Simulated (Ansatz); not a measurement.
Reaction (ligand exchange at a B–N bond): `BNCCN` + `N=CF` → `BN=CF` + `NCCN`

Gas-phase electronic energies from Ansatz, PBE0-D4/def2-TZVP geometries. CCSD(T)/CBS adds triple-zeta CCSD(T) − MP2 to the extrapolated MP2 energy (def2 sets, frozen cores). This one scheme is used for every species. DFT in def2-TZVPP. B3LYP here is the variant with VWN-RPA as its local correlation; programs differ in this. One conformer a species, not always the lowest.

`BNCCN`:

Z-matrix (Å, degrees):
```
C
N 1 1.443
C 1 1.518 2 111.2
H 1 1.092 2 108.9 3 121.9
H 1 1.100 2 110.4 3 -120.8
B 2 1.381 1 127.4 3 -131.2
H 2 1.011 1 111.4 3 46.2
N 3 1.456 1 109.6 2 -59.1
H 3 1.100 1 109.1 2 175.5
H 3 1.094 1 108.6 2 58.8
H 6 1.198 2 119.0 1 179.0
H 6 1.200 2 119.1 1 -1.0
H 8 1.013 3 110.8 1 -75.6
H 8 1.011 3 111.4 1 165.1
```

`N=CF`:

Z-matrix (Å, degrees):
```
C
N 1 1.242
F 1 1.328 2 120.0
H 1 1.092 2 129.8 3 -180.0
H 2 1.016 1 110.6 3 -180.0
```

`BN=CF`:

Cartesian coordinates in Å:
```
B -0.829 1.009 -0.275
N 0.059 0.012 0.004
C 0.833 -0.900 0.256
F 0.423 -2.162 0.434
H -1.316 1.616 0.632
H -1.083 1.250 -1.418
H 1.913 -0.825 0.367
```

`NCCN`:

```xyz
12

N     0.581   -0.739   -1.213
C     0.842    0.208   -0.141
C    -0.136    0.011    1.006
N    -1.541    0.181    0.679
H    -0.273   -0.493   -1.699
H     1.321   -0.717   -1.902
H     1.857    0.031    0.231
H     0.804    1.262   -0.466
H    -0.009   -0.999    1.405
H     0.118    0.708    1.812
H    -1.851   -0.536    0.036
H    -1.713    1.083    0.251
```

```
species  B3LYP energy (Eh)
`BNCCN`         -216.10692
 `N=CF`         -193.97011
`BN=CF`         -219.45498
 `NCCN`         -190.60644
```

**Question.** Work out ΔE.

**Answer.** ΔE = (-219.45498) + (-190.60644) − (-216.10692) − (-193.97011) = 0.01561 Eh = +41.0 kJ/mol. CCSD(T)/CBS gives +53.0 kJ/mol.

Largest T1 diagnostic among the species: 0.015.

From PBE to PBE0 (25 % exact exchange), in def2-TZVPP and without D4, ΔE moves by +5.3 kJ/mol.
